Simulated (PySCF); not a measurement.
A calculated (UHF, PySCF 2.14, cc-pVDZ-DK, the spin-free X2C one-electron Hamiltonian (Gaussian nucleus)) atom or ion has these occupied shells.

```csv
shell,electrons,orbital energy (eV),"rms radius, mean of both spins (bohr)"
1s α,1,-583.33,0.230
1s β,1,-579.60,0.230
2s α,1,-56.498,1.21
2s β,1,-41.924,1.21
2p α,3,-36.186,1.23
```

**Question.** Name the element and its charge.

**Answer.** O+ (oxygen, charge +1), in [He] 2s2 2p3, high-spin 4S determinant.
